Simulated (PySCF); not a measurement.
In (indium, neutral) across methods

[Kr] 4d10 5s1 5p1 5d1, one real determinant (an excited configuration). Calculation: PySCF 2.14, in aug-cc-pwCVTZ-DK3; scalar relativity by spin-free X2C-1e.

```tsv
method	E (hartree)	mean ε 5s α (eV)	mean ε 5p α (eV)	mean ε 5d α (eV)	Σ⟨r²⟩ (bohr²)	⟨S²⟩
PW91	-5880.87	-12.304	-5.825	-0.807	94.77	3.751
LDA	-5874.54	-12.476	-5.832	-0.720	93.40	3.751
M06-2X	-5880.91	-14.220	-7.609	-1.140	95.24	3.751
PBE	-5879.99	-12.223	-5.780	-0.803	95.20	3.751
UHF	-5877.75075	-15.963	-9.104	-1.455	97.93	3.752
r2SCAN	-5880.41	-12.529	-6.093	-0.696	95.12	3.753
CAM-B3LYP	-5880.71	-14.734	-7.811	-1.285	95.65	3.751
```

Estimate the same row for PBE0.

E (hartree) = -5880.07; mean ε 5s α (eV) = -13.326; mean ε 5p α (eV) = -6.714; mean ε 5d α (eV) = -1.026; Σ⟨r²⟩ (bohr²) = 95.71; ⟨S²⟩ = 3.751.

⟨L²⟩ = 8.00 against 12 for a pure F term, so this real determinant mixes terms. The outer electron is Rydberg-like, and this basis confines it to a smaller radius and binds it less than a complete one would.
